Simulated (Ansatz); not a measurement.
**Molecular dynamics of H6C3O2**

The input (input.yaml):

```yaml
accuracy: low
crystal:
  lattice:
    - [7.997395, 0.0, 0.0]
    - [0.0, 7.997395, 0.0]
    - [0.0, 0.0, 7.997395]
  atoms:
    - { symbol: O, position: [0.81369408, 0.14581032, 0.57632725] }
    - { symbol: C, position: [0.9025736, 0.08612683, 0.4841275] }
    - { symbol: O, position: [0.29733214, 0.79460713, 0.11747474] }
    - { symbol: C, position: [0.30637583, 0.92090789, 0.18085525] }
    - { symbol: O, position: [0.63967506, 0.85907996, 0.81427188] }
    - { symbol: C, position: [0.61667497, 0.82469995, 0.67928441] }
    - { symbol: C, position: [0.10083854, 0.55893484, 0.65683775] }
    - { symbol: C, position: [-0.00345087, 0.62838035, 0.52135142] }
    - { symbol: O, position: [-0.15638132, 0.5435279, 0.52614178] }
    - { symbol: H, position: [-0.24504179, 0.61089342, 0.46420837] }
    - { symbol: H, position: [-0.01946188, 0.7633119, 0.53911684] }
    - { symbol: H, position: [0.0644307, 0.60661144, 0.40108174] }
    - { symbol: H, position: [0.23631795, 0.58132553, 0.66252759] }
    - { symbol: H, position: [0.04670301, 0.5972327, 0.78057825] }
    - { symbol: H, position: [0.07881101, 0.42291987, 0.6491041] }
    - { symbol: C, position: [0.59912796, 0.33428346, 1.03503965] }
    - { symbol: C, position: [0.58160115, 0.38097937, 0.85289123] }
    - { symbol: O, position: [0.49622038, 0.24430539, 0.76820103] }
    - { symbol: H, position: [0.49111219, 0.27193953, 0.65137288] }
    - { symbol: H, position: [0.51443537, 0.49932655, 0.83416881] }
    - { symbol: H, position: [0.7105309, 0.39531157, 0.79457671] }
    - { symbol: H, position: [0.64526692, 0.44373954, 1.10479196] }
    - { symbol: H, position: [0.48334544, 0.29441031, 1.08582468] }
    - { symbol: H, position: [0.68077303, 0.22323464, 1.02438009] }
    - { symbol: C, position: [-0.00734519, 0.33500311, 0.08865899] }
    - { symbol: C, position: [0.16877854, 0.33566276, 0.01368319] }
    - { symbol: O, position: [0.17483956, 0.201111, -0.10101939] }
    - { symbol: H, position: [0.28717477, 0.20289564, -0.15674901] }
    - { symbol: H, position: [0.18359637, 0.45517609, -0.05382708] }
    - { symbol: H, position: [0.27166105, 0.32137836, 0.10710881] }
    - { symbol: H, position: [-0.01474436, 0.40402972, 0.20557799] }
    - { symbol: H, position: [-0.0847323, 0.41063686, 0.00021663] }
    - { symbol: H, position: [-0.05467133, 0.20284179, 0.09048545] }
basis:
  ecutwfc: 420.0
kpoints:
  mp_grid: { grid: [1, 1, 1] }
hamiltonian:
  xc: pbe
  dispersion: d3bj
scf:
  occupations: { method: fermi_dirac, width: 0.02 }
  lower_state_search: "off"
  convergence: { dr2_threshold: 0.1 }
  max_iter: 91
md:
  timestep: 0.5
  n_steps: 200
  ensemble: nvt_langevin
  temperature: 250.0
  initial_velocities: maxwell_boltzmann
  seed: 604916
  friction: 0.02
  masses: [{ species: H, mass: 2.014 }]
```

Command:

```bash
$ ansatz run input.yaml --threads 1 --pin off --max-ram 3072MiB --backend cpu --events-out ev --progress --plain --runs-dir out
```

It goes on from the last frame of an earlier run, with new velocities.

Output, in part (warnings, step lines):

```
WARN: F and its Harris–Foulkes estimate disagree by 1.56e-2 eV at the final density (on a DFT+U run the figure also counts the on-site term, by absolute value) — the energy may not be reliable. Consider tightening scf.convergence.
WARN: F and its Harris–Foulkes estimate disagree by 1.88e-2 eV at the final density (on a DFT+U run the figure also counts the on-site term, by absolute value) — the energy may not be reliable. Consider tightening scf.convergence.
WARN: F and its Harris–Foulkes estimate disagree by 2.75e-2 eV at the final density (on a DFT+U run the figure also counts the on-site term, by absolute value) — the energy may not be reliable. Consider tightening scf.convergence.
WARN: F and its Harris–Foulkes estimate disagree by 2.71e-2 eV at the final density (on a DFT+U run the figure also counts the on-site term, by absolute value) — the energy may not be reliable. Consider tightening scf.convergence.
WARN: F and its Harris–Foulkes estimate disagree by 1.10e-2 eV at the final density (on a DFT+U run the figure also counts the on-site term, by absolute value) — the energy may not be reliable. Consider tightening scf.convergence.
WARN: F and its Harris–Foulkes estimate disagree by 1.12e-2 eV at the final density (on a DFT+U run the figure also counts the on-site term, by absolute value) — the energy may not be reliable. Consider tightening scf.convergence.
md step     0: t =     0.00 fs  T =   242.4 K  F+E_penalty+E_count = -5946.37940582 eV  E_kin = 1.034080 eV  (6 SCF iters)
md step     1: t =     0.50 fs  T =   233.3 K  F+E_penalty+E_count = -5946.37184288 eV  E_kin = 0.995201 eV  (2 SCF iters)
md step     2: t =     1.00 fs  T =   225.0 K  F+E_penalty+E_count = -5946.35962134 eV  E_kin = 0.959868 eV  (2 SCF iters)
md step     3: t =     1.50 fs  T =   222.0 K  F+E_penalty+E_count = -5946.34262371 eV  E_kin = 0.946864 eV  (2 SCF iters)
md step     4: t =     2.00 fs  T =   219.0 K  F+E_penalty+E_count = -5946.32250466 eV  E_kin = 0.934350 eV  (2 SCF iters)
md step     5: t =     2.50 fs  T =   209.2 K  F+E_penalty+E_count = -5946.30368390 eV  E_kin = 0.892220 eV  (2 SCF iters)
md step     6: t =     3.00 fs  T =   202.1 K  F+E_penalty+E_count = -5946.28952098 eV  E_kin = 0.862122 eV  (2 SCF iters)
md step     7: t =     3.50 fs  T =   197.8 K  F+E_penalty+E_count = -5946.28244680 eV  E_kin = 0.843662 eV  (2 SCF iters)
[... lines left out ...]
```

The steps, from the saved trajectory:

```csv
time (fs),T (K),potential energy less start (eV)
0.0,242,0.000
3.0,202,0.090
6.0,233,0.001
9.0,227,-0.084
12.0,226,0.051
15.0,234,0.007
18.0,244,-0.003
21.0,234,0.130
24.0,243,0.078
27.0,231,0.235
30.0,208,0.264
33.0,230,0.166
36.0,223,0.062
39.0,236,-0.038
42.0,221,0.076
45.0,238,0.070
48.0,216,0.157
51.0,214,0.118
54.0,236,0.001
57.0,218,0.045
60.0,215,-0.007
63.0,199,0.096
66.0,232,0.006
69.0,228,0.036
72.0,241,-0.007
75.0,246,-0.011
78.0,250,-0.058
81.0,255,-0.001
84.0,277,-0.008
87.0,245,0.044
90.0,207,0.105
93.0,220,0.047
96.0,235,0.015
99.0,238,0.042
```

All steps were run. A run of 0.1 ps of so small a system gives no equilibrium averages. The SCF threshold is loose, so the forces are noisy. Limits of this set-up: coarse k mesh, low accuracy level.

Mean squared displacements from the first frame to the last, about the centre of mass: O 0.09 Å², C 0.08 Å², H 0.13 Å².

Last frame:

```xyz
33
Lattice="7.9974 0.0000 0.0000 0.0000 7.9974 0.0000 0.0000 0.0000 7.9974" Properties=species:S:1:pos:R:3
O 6.354 1.407 4.268
C 7.234 0.906 3.744
O 2.633 6.573 0.842
C 2.903 7.380 1.610
O 5.388 6.933 6.736
C 5.186 6.520 5.722
C 0.845 4.520 5.225
C 0.006 4.945 4.030
O -1.263 4.356 4.199
H -1.988 4.852 3.720
H -0.135 6.064 4.090
H 0.407 4.600 3.056
H 1.871 4.781 5.110
H 0.471 5.057 6.095
H 0.826 3.463 5.408
C 4.710 2.571 8.007
C 4.514 2.915 6.579
O 3.886 1.812 5.904
H 3.898 1.941 4.955
H 3.839 3.777 6.403
H 5.428 3.102 6.064
H 5.286 3.356 8.511
H 3.847 2.414 8.622
H 5.283 1.585 8.149
C -0.137 2.637 0.679
C 1.310 2.465 0.319
O 1.343 1.509 -0.754
H 2.188 1.587 -1.218
H 1.812 3.411 -0.054
H 1.943 2.204 1.167
H -0.264 3.526 1.303
H -0.550 2.815 -0.303
H -0.537 1.712 1.081
```

Run time: 4.4 min on 1 thread of Arm Neoverse V2, on a shared host, peak memory 0.51 GiB.
